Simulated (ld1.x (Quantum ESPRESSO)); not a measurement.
## europium TM: all-electron and pseudo phase curves

- Element: europium (Eu)
- Generator: ld1.x (Quantum ESPRESSO) 7.5
- Type: norm-conserving Troullier–Martins (Kleinman–Bylander form)
- Functional: PBE
- Relativity: scalar-relativistic
- Frozen core: [Xe]
- Valence charge: 9
- Reference configuration: 4f7 5d0 6s2 6p0
- Partial waves: 6p (bound, empty): rc 3.55 bohr; 5d (bound, empty): rc 3.90 bohr; 4f (bound): rc 1.50 bohr; 6s (bound): rc 2.65 bohr
- Local potential: the s channel
- Core correction: Bessel-smoothed model core, default radius (core density twice the valence density)

The phase is arctan(r·u′/u) with u = r·R(r), unwrapped; energies in Ry, scanned from -2 to 5 Ry. A pole is an energy at which the radial function vanishes at the test radius. The pseudo phase is shifted by a multiple of π to meet the all-electron one at the reference energy, and phase errors are pseudo minus all-electron; the curves can meet again beyond the range given. Levels narrower than the energy grid can be missing from the lists of poles.

```
channel  radius (bohr)  reference energy (Ry)  poles, all-electron     poles, pseudo  unbroken range about the reference energy with phases within 0.05 rad  phase error 1 Ry above the reference energy (rad)
      s           4.27                  -0.27           0.38, 3.63  0.32, 1.33, 4.48                                                              below 0.5                                             -0.161
      p           4.27                  -0.09    -1.74, 1.02, 4.49        0.91, 4.54                                                            -1.7 to 1.3                                             -0.028
      d           4.27                  -0.11           0.09, 2.30        0.09, 2.69                                                              below 0.6                                             +0.249
      f           4.27                  -0.20    -0.19, 1.67, 4.32       -0.19, 2.23                                                              below 0.3                                             +0.611
```

Phases in the p channel:

| E (Ry) | all-electron | pseudo |
| --- | --- | --- |
| -2.00 | 1.381 | -1.750 |
| -1.52 | -1.767 | -1.782 |
| -1.04 | -1.830 | -1.837 |
| -0.56 | -1.960 | -1.965 |
| -0.08 | -2.649 | -2.649 |
| 0.40 | -4.408 | -4.428 |
| 0.88 | -4.674 | -4.702 |
| 1.36 | -4.785 | -4.838 |
| 1.84 | -4.905 | -5.073 |
| 2.32 | -5.282 | -6.749 |
| 2.80 | -7.304 | -7.599 |
| 3.28 | -7.684 | -7.738 |
| 3.76 | -7.782 | -7.798 |
| 4.24 | -7.833 | -7.835 |
| 4.72 | -7.871 | -7.864 |
